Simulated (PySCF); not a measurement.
**Working out the excitation energy of S²⁺**

S²⁺ [Ne] 3s2 3p2 (3P) → S²⁺ [Ne] 3s1 3p2 4s1 (5P). All numbers are calculated (PySCF 2.14, the spin-free X2C one-electron Hamiltonian (Gaussian nucleus), in aug-cc-pVDZ-DK (5s4p2d, 27 functions)). Frozen: [Ne]. Energies in hartree (1 hartree = 27.21139 eV):

| part | S²⁺ (lower) | S²⁺ (upper) |
| --- | --- | --- |
| UHF | -397.405290 | -396.490666 |
| MP2 opposite-spin | -0.044639 | 0.000000 |
| MP2 same-spin | -0.008396 | -0.015585 |

Q: What does Hartree-Fock give?

A: (-396.490666) − (-397.405290) = 0.914624 hartree = 24.888 eV.

Q: What do MP2 and SCS-MP2 (6/5 opposite-spin, 1/3 same-spin) give?

A: The opposite-spin parts differ by 1.215 eV and the same-spin parts by -0.196 eV. MP2: 24.888 + (1.215) + (-0.196) = 25.907 eV. SCS-MP2: 24.888 + 1.2 × (1.215) + (-0.196)/3 = 26.281 eV.

A double-zeta basis recovers only part of the correlation energy.
